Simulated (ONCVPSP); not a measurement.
# What the settings do to the ONCV potential of Mo

Base potential:

```json
{"Element": "molybdenum", "Generator": "ONCVPSP 4.0.1", "Type": "optimised norm-conserving Vanderbilt (ONCV)", "Functional": "PBEsol", "Relativity": "fully relativistic", "Frozen core": "[Ar] 3d10", "Valence charge": "14", "Reference configuration": "4s2 4p6 4d5 5s0.75 5p0.25", "Partial waves": "4s+5s: rc 1.85 bohr, ncon 4, nbas 7, qcut 5.3 1/bohr, 2 projectors; 4p+5p: rc 2.35 bohr, ncon 4, nbas 9, qcut 6.6 1/bohr, 2 projectors; 4d: rc 1.90 bohr, ncon 4, nbas 9, qcut 9.5 1/bohr, 1 projector", "Local potential": "polynomial inside 1.85 bohr (lpopt 3, dvloc0 6 Ha)", "Core correction": "Teter function, fcfact 5.75, rcfact 1.6"}
```

Open shells are filled in proportion to 2j + 1.

Cutoffs, loose and tight: the cutoffs (Ha) at which the residual kinetic energy of the hardest occupied pseudo-wave falls to 1 and 0.1 mHa per electron. They do not see the model core or the augmentation charge, which bear on the density cutoff. Test errors are all-electron minus pseudo excitation energies from the reference, over the configurations 4s2 4p6 4d5 5s1 5p0; 4s2 4p6 4d5 5s0 5p0; 4s2 4p6 4d4 5s0 5p0; 4s2 4p6 4d4 5s2 5p0. A dash means not determined; rows that change the core or the reference have their own tests. The largest error is taken over the tests solved by every variant that gives reliable tests at all: 4s2 4p6 4d4 5s2 5p0; 4s2 4p6 4d5 5s0 5p0; 4s2 4p6 4d5 5s1 5p0.

```tsv
change	outcome	cutoff, loose	cutoff, tight	bound ghosts	GHOST(+) flags above zero	largest test error (meV)
base	generated	21 Ha	27 Ha	none	none	-8.9
core correction Teter function, fcfact 5.75, rcfact 1	generated	21 Ha	27 Ha	none	none	-8.1
core correction Teter function, fcfact 5.75, rcfact 1.14	generated	21 Ha	27 Ha	none	none	-8.0
core correction Teter function, fcfact 5.75, rcfact 1.3	generated	21 Ha	27 Ha	none	none	-7.9
core correction Teter function, fcfact 5.75, rcfact 1.4	generated	21 Ha	27 Ha	none	none	-7.9
core correction Teter function, fcfact 5.75, rcfact 1.56	generated	21 Ha	27 Ha	none	none	-8.5
core correction Teter function, fcfact 5.75, rcfact 1.7	generated	21 Ha	27 Ha	none	none	-10
```

What comes out with this change to the base: core correction Teter function, fcfact 5.75, rcfact 2?

outcome: generated; cutoff, loose: 21 Ha; cutoff, tight: 27 Ha; bound ghosts: none; GHOST(+) flags above zero: none; largest test error (meV): -18.

What comes out with this change to the base: core correction Teter function, fcfact 5.75, rcfact 1.86?

outcome: generated; cutoff, loose: 21 Ha; cutoff, tight: 27 Ha; bound ghosts: none; GHOST(+) flags above zero: none; largest test error (meV): -14.

Reading the sweep of the rcfact (base included, trends over the rows without a ghost): The loose cutoff stays near 21 Ha.
